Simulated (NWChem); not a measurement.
System: C4H12Ge; SMILES C[C](C)(C)[GeH3]

Results from NWChem. B3LYP is NWChem's, with the RPA form of VWN correlation. The level has its own optimisation.

### Question
What does the run give for B3LYP/3-21G? Quantities: r C–Ge (Å); r Ge–H (Å); r C–C (Å); dipole (D).

### Answer
```
Quantity    Result
----------  ------
r C–Ge (Å)   1.952
r Ge–H (Å)   1.549
r C–C (Å)    1.545
dipole (D)    0.82
```
